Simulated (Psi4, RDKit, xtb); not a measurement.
Internal rotation in SMILES FC(F)(F)C(F)(F)C(F)(F)C(F)(F)F (C4F10). Scanned: dihedral F6–C5–C8–F9; all other coordinates were relaxed at GFN2-xTB. Heavy atoms are numbered in the order of the SMILES FC(F)(F)C(F)(F)C(F)(F)C(F)(F)F, hydrogens after them in the order of the atoms that carry them; the mirror image has the same energies with the sign of each dihedral reversed. Each profile is relative to its own lowest point.

| φ / ° | A | B | C |
|---|---|---|---|
| -165 | 0.0 | 0.0 | 5.1 |
| -150 | 0.6 | 0.3 | 8.0 |
| -135 | 1.8 | 0.8 | 10.6 |
| -120 | 2.4 | 1.1 | 11.2 |
| -105 | 2.1 | 1.2 | 9.3 |
| -90 | 2.0 | 1.5 | 8.3 |
| -75 | 4.2 | 2.4 | 16.2 |
| -60 | 1.7 | 2.0 | 0.0 |
| -45 | 1.7 | 2.3 | 0.3 |
| -30 | 3.5 | 3.2 | 4.5 |
| -15 | 6.0 | 4.2 | 11.4 |
| 0 | 7.8 | 4.8 | 17.9 |
| 15 | 6.0 | 4.2 | 11.4 |
| 30 | 3.5 | 3.2 | 4.5 |
| 45 | 1.8 | 2.3 | 0.3 |
| 60 | 1.7 | 2.0 | 0.0 |
| 75 | 4.2 | 2.4 | 16.2 |
| 90 | 2.0 | 1.5 | 8.3 |
| 105 | 2.1 | 1.2 | 9.3 |
| 120 | 2.4 | 1.1 | 11.2 |
| 135 | 1.8 | 0.8 | 10.6 |
| 150 | 0.6 | 0.3 | 8.0 |
| 165 | 0.0 | 0.0 | 5.1 |
| 180 | 0.3 | 0.0 | 1.6 |

Energies in kcal/mol.

Q: Match the curves with the methods B3LYP/def2-SVP // GFN2-xTB (Psi4); GFN1-xTB // GFN2-xTB (xtb); MMFF94 // GFN2-xTB run with RDKit.

A: A is B3LYP/def2-SVP; B is GFN1-xTB; C is MMFF94.
